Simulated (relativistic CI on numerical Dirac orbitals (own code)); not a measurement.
Line list: Electric-dipole lines, Ni16+

Method of calculation: Dirac-Coulomb-Breit CI, orbitals from a KLI potential per configuration, model QED, unscaled Slater integrals (own radial code, finite nucleus).

CI space (outside the closed core [Ne]): 3s², 3s3p, 3p², 3s3d, 3d², 3p3d, 3p4s, 3s4s, 3d4s, 3s4p, 3s4d, 3s4f, 3s5s, 3s5p, 3s5d, 4s², 3s5f, 3s5g, 3s6s, 3s6p, 3s6d. Levels of other configurations are missing.

| λ vac (nm) | Lower | Upper | A (s⁻¹) | gf | Branching (%) |
| --- | --- | --- | --- | --- | --- |
| 3.3589 | 3s3p ³P°2 [4] | 3s5d ³D3 [66] | 3.91e+11 | 4.64e-01 | 79.4 |
| 3.9466 | 3s3d ³D2 [12] | 3s5f ³F°3 [69] | 5.11e+11 | 8.35e-01 | 64.9 |
| 3.9503 | 3s3d ³D3 [13] | 3s5f ³F°4 [70] | 5.74e+11 | 1.21e+00 | 73.0 |
| 4.0963 | 3s3d ¹D2 [14] | 3s5f ¹F°3 [71] | 4.88e+11 | 8.59e-01 | 58.9 |
| 4.2827 | 3s² ¹S0 [1] | 3s4p ¹P°1 [41] | 3.83e+11 | 3.16e-01 | 76.0 |
| 4.4695 | 3s3p ³P°0 [2] | 3s4d ³D1 [42] | 3.48e+11 | 3.13e-01 | 54.7 |
| 4.4849 | 3s3p ³P°1 [3] | 3s4d ³D2 [43] | 4.71e+11 | 7.10e-01 | 73.9 |
| 4.5247 | 3s3p ³P°2 [4] | 3s4d ³D3 [44] | 6.37e+11 | 1.37e+00 | 98.9 |
| 4.7601 | 3s3p ¹P°1 [5] | 3s4d ¹D2 [45] | 5.66e+11 | 9.62e-01 | 96.4 |
| 5.0813 | 3p² ¹D2 [7] | 3s4f ¹F°3 [53] | 2.40e+11 | 6.50e-01 | 16.5 |
| 5.5233 | 3s3d ³D1 [11] | 3s4f ³F°2 [50] | 1.24e+12 | 2.84e+00 | 84.0 |
| 5.5275 | 3s3d ³D2 [12] | 3s4f ³F°3 [51] | 1.31e+12 | 4.21e+00 | 88.8 |
| 5.5341 | 3s3d ³D3 [13] | 3s4f ³F°4 [52] | 1.48e+12 | 6.10e+00 | 99.9 |
| 5.7796 | 3s3d ¹D2 [14] | 3s4f ¹F°3 [53] | 1.14e+12 | 3.99e+00 | 78.1 |
| 12.328 | 3s4d ¹D2 [45] | 3s5f ¹F°3 [71] | 2.03e+11 | 3.24e+00 | 24.5 |
| 12.355 | 3s4d ³D1 [42] | 3s5f ³F°2 [68] | 1.78e+11 | 2.03e+00 | 22.6 |
| 12.362 | 3s4d ³D2 [43] | 3s5f ³F°3 [69] | 1.84e+11 | 2.96e+00 | 23.4 |
| 12.379 | 3s4d ³D3 [44] | 3s5f ³F°4 [70] | 2.12e+11 | 4.37e+00 | 26.9 |
| 13.583 | 3s4f ³F°2 [50] | 3s5g ³G3 [72] | 3.40e+11 | 6.58e+00 | 91.6 |
| 13.586 | 3s4f ³F°3 [51] | 3s5g ³G4 [73] | 3.46e+11 | 8.62e+00 | 93.4 |
| 13.591 | 3s4f ³F°4 [52] | 3s5g ³G5 [74] | 3.69e+11 | 1.13e+01 | 99.7 |
| 13.959 | 3s4f ¹F°3 [53] | 3s5g ¹G4 [75] | 3.56e+11 | 9.36e+00 | 98.8 |
| 17.207 | 3p² ¹D2 [7] | 3p3d ¹F°3 [25] | 2.30e+10 | 7.15e-01 | 44.9 |
| 19.552 | 3s3p ³P°0 [2] | 3s3d ³D1 [11] | 1.66e+10 | 2.85e-01 | 57.2 |
| 19.809 | 3s3p ³P°1 [3] | 3s3d ³D2 [12] | 2.14e+10 | 6.28e-01 | 77.1 |
| 20.194 | 3p3d ³F°3 [16] | 3d² ³F3 [28] | 1.87e+10 | 7.98e-01 | 40.1 |
| 20.366 | 3p² ³P0 [6] | 3p3d ³D°1 [19] | 3.08e+10 | 5.75e-01 | 65.4 |
| 20.557 | 3s3p ³P°2 [4] | 3s3d ³D3 [13] | 2.56e+10 | 1.13e+00 | 100.0 |
| 20.785 | 3p3d ³F°4 [18] | 3d² ³F4 [29] | 1.71e+10 | 9.99e-01 | 38.9 |
| 20.925 | 3p² ¹S0 [10] | 3p3d ¹P°1 [26] | 3.01e+10 | 5.92e-01 | 61.4 |
| 20.932 | 3p² ³P1 [8] | 3p3d ³P°2 [20] | 2.75e+10 | 9.05e-01 | 68.5 |
| 21.236 | 3p² ³P2 [9] | 3p3d ³D°2 [24] | 2.13e+10 | 7.21e-01 | 48.7 |
| 21.245 | 3s3p ¹P°1 [5] | 3s3d ¹D2 [14] | 5.01e+10 | 1.70e+00 | 98.6 |
| 21.363 | 3p² ³P2 [9] | 3p3d ³D°3 [21] | 2.67e+10 | 1.28e+00 | 54.9 |
| 22.518 | 3p² ¹D2 [7] | 3p3d ¹D°2 [17] | 1.67e+10 | 6.36e-01 | 75.0 |
| 23.286 | 3p3d ³D°3 [21] | 3d² ³F4 [29] | 2.68e+10 | 1.96e+00 | 60.9 |
| 24.623 | 3s² ¹S0 [1] | 3s3p ¹P°1 [5] | 2.76e+10 | 7.54e-01 | 100.0 |
| 25.454 | 3p3d ¹F°3 [25] | 3d² ¹G4 [34] | 2.95e+10 | 2.58e+00 | 98.1 |
| 26.436 | 3s3p ³P°2 [4] | 3p² ³P2 [9] | 1.53e+10 | 8.02e-01 | 71.5 |
| 27.784 | 3s3d ³D3 [13] | 3p3d ³D°3 [21] | 9.25e+09 | 7.49e-01 | 19.0 |
| 29.123 | 3s3d ¹D2 [14] | 3p3d ¹F°3 [25] | 2.08e+10 | 1.86e+00 | 40.7 |
| 32.442 | 3s3d ³D3 [13] | 3p3d ³F°4 [18] | 7.11e+09 | 1.01e+00 | 100.0 |
| 59.488 | 3s4p ³P°2 [40] | 3s4d ³D3 [44] | 5.13e+09 | 1.90e+00 | 0.8 |
| 125.27 | 3s5p ³P°2 [62] | 3s5d ³D3 [66] | 1.53e+09 | 2.52e+00 | 0.3 |
| 224.74 | 3s6p ³P°2 [80] | 3s6d ³D3 [84] | 5.89e+08 | 3.12e+00 | 0.2 |

Terms are leading LS components. Brackets give the number of a level in order of energy, since labels repeat. The list gives strong lines, with weight on those to low levels, without lines whose two gauges differ by over a factor of 2.5. Levels whose partners in the same complex of configurations lie outside the list can be far off, and so can their lines. Rates are taken at the computed energies, electric ones in the length gauge.

At this charge energies of transitions that change n are usually good to better than 1 %, and those within a shell (Δn = 0) to a few per cent.

LS names give the leading component of a level, which can be under half, so a name can repeat, a term be missing and a line seem to break the LS rules.
